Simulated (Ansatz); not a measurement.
Consider the ligand exchange at the Si–C bond: `F[SiH](Cl)C#C[SiH2]Cl` + `CO[SiH](F)S` → `CO[SiH](F)S[SiH2]Cl` + `C#C[SiH](F)Cl`.

Gas-phase electronic energies from Ansatz, PBE0-D4/def2-TZVP geometries. CBS: MP2 limit from def2 TZ/QZ plus the TZ coupled-cluster correction, frozen cores. This one scheme is used for every species. Functionals use def2-TZVPP. B3LYP here is the variant with VWN-RPA as its local correlation; programs differ in this. One conformer a species, not always the lowest.

`F[SiH](Cl)C#C[SiH2]Cl`:

Cartesian coordinates in Å:
```
F 2.593 -0.900 1.864
Si 2.340 -0.473 0.359
Cl 3.418 1.204 -0.026
C 0.577 -0.112 0.145
C -0.602 0.111 -0.037
Si -2.374 0.462 -0.289
Cl -3.117 -0.832 -1.688
H 2.786 -1.561 -0.524
H -3.093 0.256 0.984
H -2.528 1.844 -0.788
```

`CO[SiH](F)S`:

Z-matrix (Å, degrees):
```
C
O 1 1.415
H 1 1.094 2 111.2
H 1 1.090 2 107.9 3 119.4
H 1 1.095 2 111.2 3 -121.6
Si 2 1.623 1 124.4 3 59.9
S 6 2.109 2 108.5 1 -172.8
F 6 1.597 2 107.9 1 -51.2
H 6 1.477 2 113.7 1 66.3
H 7 1.345 6 92.9 2 42.9
```

`CO[SiH](F)S[SiH2]Cl`:

Cartesian coordinates in Å:
```
C -0.332 0.752 2.601
O 0.357 -0.247 1.875
Si 0.099 -0.715 0.353
F -1.295 -1.477 0.230
S 0.020 1.010 -0.898
Si 0.201 0.010 -2.765
Cl 2.164 -0.242 -3.303
H 0.149 0.849 3.574
H -0.286 1.716 2.087
H -1.380 0.476 2.749
H 1.159 -1.658 -0.031
H -0.411 -1.335 -2.691
H -0.445 0.864 -3.782
```

`C#C[SiH](F)Cl`:

Cartesian coordinates in Å:
```
C -1.157 -1.394 -0.829
C -0.485 -0.539 -0.309
Si 0.526 0.714 0.511
F -0.181 2.125 0.357
Cl 2.348 0.810 -0.381
H -1.751 -2.149 -1.293
H 0.700 0.433 1.945
```

(1) Is it downhill or uphill in electronic energy at CCSD(T)/CBS, and by how much? (Best estimate.)

(2) What do these levels give: r2SCAN-D4, B3LYP-D4, ωB97X-V, ωB97M-V, B2PLYP, PBE, PBE0, B3LYP, SCS-MP2/def2-TZVPP, MP2/def2-QZVPP, SCS-MP2/def2-QZVPP, MP2/CBS(def2)? (Estimate.)

Largest T1 diagnostic among the species: 0.012.

Results:

(1) Ansatz gave: Downhill: ΔE = -36.3 kJ/mol.

(2) Ansatz gave: r2SCAN-D4 -36.2, B3LYP-D4 -34.7, ωB97X-V -35.8, ωB97M-V -37.1, B2PLYP -28.6, PBE -32.7, PBE0 -34.1, B3LYP -25.2, SCS-MP2/def2-TZVPP -29.7, MP2/def2-QZVPP -37.4, SCS-MP2/def2-QZVPP -32.6, MP2/CBS(def2) -39.6 kJ/mol.

In def2-TZVPP, CCSD(T) changes the Hartree–Fock value by −7.0 kJ/mol (the triples alone add −1.6 kJ/mol) and MP2 by −10.2 kJ/mol. The D4 term adds −9.4 kJ/mol with B3LYP and −5.0 kJ/mol with PBE0; it sums over pairs of atoms, weighted by their polarisabilities, and B3LYP, whose exchange is more repulsive, gets the larger term.
